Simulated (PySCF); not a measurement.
Molecule: SMILES [Cl][Al-]1([Cl])[Cl+][Al-]([Cl])([Cl])[Cl+]1, Al2Cl6.

Structure with atom numbers: `[Cl:1][Al-:2]1([Cl:3])[Cl+:4][Al-:5]([Cl:6])([Cl:7])[Cl+:8]1`.

Geometry PBE0-D3(BJ)/def2-SVP throughout; GIAO in PySCF 2.14, gas phase, one conformer, non-relativistic; equivalent atoms averaged; functional PBE0.

Problem. How do the shifts δ (against HCl, AlH4- at the same level) depend on the basis set? (ppm; last column core-seconds on shared hosts with different chips, so compare them loosely)

Solution. 
```csv
basis set,functions,Cl1/Cl3/Cl6/Cl7,Cl4/Cl8,Al2/Al5,core-s
STO-3G,72,-116.8,-119.7,-13.7,7
pcSseg-0,104,32.9,87.2,76.2,14
6-31G,104,7.4,105.8,53.3,14
cc-pVDZ,144,20.8,126.8,25.3,22
def2-SVP,144,34.5,116.5,24.3,22
6-31G*,144,-12.4,92.0,25.9,22
pcSseg-1,192,26.5,128.4,30.6,29
aug-cc-pVDZ,216,21.1,134.1,33.9,37
cc-pVTZ,272,29.1,133.7,27.1,62
"6-311+G(2d,p)",280,38.7,142.3,35.2,55
def2-TZVP,296,19.4,133.4,28.0,72
pcSseg-2,344,23.2,131.1,29.2,82
```

Problem. Which nucleus moves most, in ppm?

Solution. Cl4/Cl8 (chlorine bonded to 2 Al, in a 4-membered ring): from -119.7 ppm with STO-3G to 142.3 ppm with 6-311+G(2d,p). The smallest spread is 90.0 ppm, at Al2/Al5.

Problem. Taking the largest basis, pcSseg-2 (344 functions), as the yardstick, rank the others by their worst heavy-atom deviation.

Solution. pcSseg-1 3.3 ppm (192 functions), def2-TZVP 3.8 ppm (296 functions), cc-pVDZ 4.3 ppm (144 functions), aug-cc-pVDZ 4.7 ppm (216 functions), cc-pVTZ 5.9 ppm (272 functions), def2-SVP 14.6 ppm (144 functions), 6-311+G(2d,p) 15.5 ppm (280 functions), 6-31G 25.2 ppm (104 functions), 6-31G* 39.1 ppm (144 functions), pcSseg-0 47.0 ppm (104 functions), STO-3G 250.8 ppm (72 functions).

A small basis that lands close on one nucleus may do so by chance; judge by the trend and by all nuclei.
